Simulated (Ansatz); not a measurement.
Ansatz (a quantum-chemistry and plane-wave program) input (B3LYP-D3(BJ)/def2-TZVP):

Ansatz 0.2 input:
```yaml
crystal:
  periodic: [false, false, false]
  atoms:
    - {symbol: Cl, position_ang: [-0.00000000, -0.00000000, -1.77529694]}
    - {symbol: I, position_ang: [0.00000000, 0.00000000, 0.56943487]}
basis:
  gaussian:
    orbitals: def2-TZVP
hamiltonian:
  xc: b3lyp
  dispersion: d3bj
phonons: {temperatures: {t_min: 298.15, t_max: 298.15, t_step: 100}}
```

Output:

```
Functional definition: B3LYP
integrals: 0.02 GiB planned
674 factors; their error is unknown
mean field: 0.23 GiB planned
mean field evaluation 1: about -20626.4336 eV, gradient 1.1e1 eV
mean field evaluation 2: about -20626.0365 eV, gradient 1.6e1 eV
mean field evaluation 4: about -20626.7436 eV, gradient 8.8e-1 eV
mean field evaluation 8: about -20626.9996 eV, gradient 9.1e-2 eV
mean field evaluation 16: about -20626.9996 eV, gradient 5.3e-6 eV
mean field -20626.99961480 eV, -758.0282543615 hartree, gradient 5.3e-6 eV, S^2 0.000000; 0 other end points of the search recorded, 0 dependent functions left out
the calculation of the forces begins
reference -20626.99979718 eV, -758.0282610638 hartree; 21, 21 occupied and 66, 66 virtual orbitals, 674 factors
these checks for a lower state are left out or cut short: stability, starts, cluster_reference, orbital_swaps, neighbouring_geometries, increment
integrals: 0.02 GiB planned
674 factors; their error is unknown
mean field: 0.23 GiB planned
mean field -20626.99961481 eV, -758.0282543617 hartree, gradient 1.9e-6 eV, S^2 0.000000; 0 other end points of the search recorded, 0 dependent functions left out
the calculation of the forces begins
reference -20626.99979719 eV, -758.0282610640 hartree; 21, 21 occupied and 66, 66 virtual orbitals, 674 factors
these checks for a lower state are left out or cut short: stability, starts, cluster_reference, orbital_swaps, neighbouring_geometries, increment
integrals: 0.02 GiB planned
674 factors; their error is unknown
mean field: 0.23 GiB planned
mean field evaluation 32: about -20626.9996 eV, gradient 1.9e-6 eV
mean field -20626.99961481 eV, -758.0282543617 hartree, gradient 1.9e-6 eV, S^2 0.000000; 0 other end points of the search recorded, 0 dependent functions left out
the calculation of the forces begins
reference -20626.99979719 eV, -758.0282610640 hartree; 21, 21 occupied and 66, 66 virtual orbitals, 674 factors
these checks for a lower state are left out or cut short: stability, starts, cluster_reference, orbital_swaps, neighbouring_geometries, increment
integrals: 0.02 GiB planned
674 factors; their error is unknown
mean field: 0.23 GiB planned
mean field -20626.99961481 eV, -758.0282543617 hartree, gradient 1.9e-6 eV, S^2 0.000000; 0 other end points of the search recorded, 0 dependent functions left out
the calculation of the forces begins
reference -20626.99979719 eV, -758.0282610640 hartree; 21, 21 occupied and 66, 66 virtual orbitals, 674 factors
these checks for a lower state are left out or cut short: stability, starts, cluster_reference, orbital_swaps, neighbouring_geometries, increment
integrals: 0.02 GiB planned
674 factors; their error is unknown
mean field: 0.23 GiB planned
mean field -20626.99961481 eV, -758.0282543617 hartree, gradient 1.9e-6 eV, S^2 0.000000; 0 other end points of the search recorded, 0 dependent functions left out
the calculation of the forces begins
reference -20626.99979719 eV, -758.0282610641 hartree; 21, 21 occupied and 66, 66 virtual orbitals, 674 factors
these checks for a lower state are left out or cut short: stability, starts, cluster_reference, orbital_swaps, neighbouring_geometries, increment
integrals: 0.02 GiB planned
674 factors; their error is unknown
mean field: 0.23 GiB planned
mean field -20626.99955694 eV, -758.0282522351 hartree, gradient 1.9e-6 eV, S^2 0.000000; 0 other end points of the search recorded, 0 dependent functions left out
the calculation of the forces begins
reference -20626.99973931 eV, -758.0282589371 hartree; 21, 21 occupied and 66, 66 virtual orbitals, 674 factors
these checks for a lower state are left out or cut short: stability, starts, cluster_reference, orbital_swaps, neighbouring_geometries, increment
integrals: 0.02 GiB planned
674 factors; their error is unknown
mean field: 0.23 GiB planned
mean field evaluation 64: about -20626.9996 eV, gradient 1.9e-6 eV
mean field -20626.99958304 eV, -758.0282531942 hartree, gradient 1.9e-6 eV, S^2 0.000000; 0 other end points of the search recorded, 0 dependent functions left out
the calculation of the forces begins
reference -20626.99976543 eV, -758.0282598969 hartree; 21, 21 occupied and 66, 66 virtual orbitals, 674 factors
these checks for a lower state are left out or cut short: stability, starts, cluster_reference, orbital_swaps, neighbouring_geometries, increment
integrals: 0.02 GiB planned
674 factors; their error is unknown
mean field: 0.23 GiB planned
mean field -20626.99961481 eV, -758.0282543617 hartree, gradient 1.9e-6 eV, S^2 0.000000; 0 other end points of the search recorded, 0 dependent functions left out
the calculation of the forces begins
reference -20626.99979719 eV, -758.0282610640 hartree; 21, 21 occupied and 66, 66 virtual orbitals, 674 factors
these checks for a lower state are left out or cut short: stability, starts, cluster_reference, orbital_swaps, neighbouring_geometries, increment
integrals: 0.02 GiB planned
674 factors; their error is unknown
mean field: 0.23 GiB planned
mean field -20626.99961481 eV, -758.0282543617 hartree, gradient 1.9e-6 eV, S^2 0.000000; 0 other end points of the search recorded, 0 dependent functions left out
the calculation of the forces begins
reference -20626.99979719 eV, -758.0282610640 hartree; 21, 21 occupied and 66, 66 virtual orbitals, 674 factors
these checks for a lower state are left out or cut short: stability, starts, cluster_reference, orbital_swaps, neighbouring_geometries, increment
integrals: 0.02 GiB planned
674 factors; their error is unknown
mean field: 0.23 GiB planned
mean field -20626.99961481 eV, -758.0282543617 hartree, gradient 1.9e-6 eV, S^2 0.000000; 0 other end points of the search recorded, 0 dependent functions left out
the calculation of the forces begins
reference -20626.99979719 eV, -758.0282610641 hartree; 21, 21 occupied and 66, 66 virtual orbitals, 674 factors
these checks for a lower state are left out or cut short: stability, starts, cluster_reference, orbital_swaps, neighbouring_geometries, increment
integrals: 0.02 GiB planned
674 factors; their error is unknown
mean field: 0.23 GiB planned
mean field evaluation 96: about -20626.9996 eV, gradient 1.9e-6 eV
mean field -20626.99961481 eV, -758.0282543617 hartree, gradient 1.9e-6 eV, S^2 0.000000; 0 other end points of the search recorded, 0 dependent functions left out
the calculation of the forces begins
reference -20626.99979719 eV, -758.0282610640 hartree; 21, 21 occupied and 66, 66 virtual orbitals, 674 factors
these checks for a lower state are left out or cut short: stability, starts, cluster_reference, orbital_swaps, neighbouring_geometries, increment
integrals: 0.02 GiB planned
674 factors; their error is unknown
mean field: 0.23 GiB planned
mean field -20626.99958304 eV, -758.0282531942 hartree, gradient 1.9e-6 eV, S^2 0.000000; 0 other end points of the search recorded, 0 dependent functions left out
the calculation of the forces begins
reference -20626.99976543 eV, -758.0282598969 hartree; 21, 21 occupied and 66, 66 virtual orbitals, 674 factors
these checks for a lower state are left out or cut short: stability, starts, cluster_reference, orbital_swaps, neighbouring_geometries, increment
integrals: 0.02 GiB planned
674 factors; their error is unknown
mean field: 0.23 GiB planned
mean field -20626.99955694 eV, -758.0282522351 hartree, gradient 1.9e-6 eV, S^2 0.000000; 0 other end points of the search recorded, 0 dependent functions left out
the calculation of the forces begins
reference -20626.99973931 eV, -758.0282589371 hartree; 21, 21 occupied and 66, 66 virtual orbitals, 674 factors
Total energy: -20627.08080058 eV, -758.0312378836 hartree
Atom 0 at    -0.000000    -0.000000    -1.775297 Å, force     0.000000     0.000000     0.000002 eV/Å
Atom 1 at     0.000000     0.000000     0.569435 Å, force    -0.000000    -0.000000    -0.000002 eV/Å
Dipole moment:     0.000000     0.000000     0.252268 e Å
Vibrations: 375.30 cm⁻¹, zero-point energy 0.023266 eV
```
